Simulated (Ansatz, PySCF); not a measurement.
Spin states of H2O2W (SMILES [OH][W][OH]), each relaxed with B3LYP-D3(BJ)/def2-TZVP.
State 1 (charge 0, multiplicity 3):
```json
[
 {"atom": "W", "x (Å)": "-0.0104", "y (Å)": "0.0058", "z (Å)": "-0.0111"},
 {"atom": "O", "x (Å)": "1.3237", "y (Å)": "0.2571", "z (Å)": "-1.2438"},
 {"atom": "H", "x (Å)": "2.0184", "y (Å)": "0.3880", "z (Å)": "-1.8862"},
 {"atom": "O", "x (Å)": "-1.3450", "y (Å)": "-0.2452", "z (Å)": "1.2212"},
 {"atom": "H", "x (Å)": "-2.0404", "y (Å)": "-0.3759", "z (Å)": "1.8628"}
]
```
State 2 (charge 0, multiplicity 1):
```xyz
5

W     -0.0071     0.0051    -0.0076
O      1.3241     0.2564    -1.2408
H      2.0137     0.3885    -1.8886
O     -1.3420    -0.2455     1.2216
H     -2.0424    -0.3748     1.8583
```

Singlets are restricted, other states unrestricted; no spin–orbit coupling, no relativity up to Kr; see below for the cores. The largest T1 diagnostic is 0.022.

Correlated levels freeze the inner cores; with def2 sets outer-core shells near the valence are correlated too. CBS: X⁻³ extrapolation of the correlation energy, Hartree–Fock from the larger set.

The values were computed with Ansatz (a program for electronic structure) with Gaussian orbitals; PySCF for the dispersion terms. Each number belongs to the level named beside it. In def2 rows elements past Kr take small-core potentials, without spin–orbit coupling.

| level | energy of the multiplicity-1 state less that of the multiplicity-3 state (kcal/mol) |
|---|---|
| BLYP-D3(BJ)/def2-TZVPP | 17.82 |
| B3LYP/def2-TZVPP | 18.43 |
| PBE0-D3(BJ)/def2-TZVPP | [?] |
| BHLYP-D4/def2-TZVPP | 19.34 |
| CAM-B3LYP/def2-TZVPP | 19.40 |
| B2PLYP-D4/def2-TZVPP | 18.81 |
| CCSD/def2-SVP | 19.45 |
| CCSD/def2-TZVPP | 18.84 |
| CCSD(T)/CBS(def2-SVP, def2-TZVPP) | [?] |

### Question
Complete the blanks.

### Answer

- PBE0-D3(BJ)/def2-TZVPP, energy of the multiplicity-1 state less that of the multiplicity-3 state (kcal/mol): 21.62
- CCSD(T)/CBS(def2-SVP, def2-TZVPP), energy of the multiplicity-1 state less that of the multiplicity-3 state (kcal/mol): 17.43

Doubts at one or more of the structures used: a restricted determinant that unrestricted orbitals would lower (B2PLYP-D4/def2-TZVPP, CCSD/def2-SVP, CCSD/def2-TZVPP, CCSD(T)/CBS(def2-SVP, def2-TZVPP)).
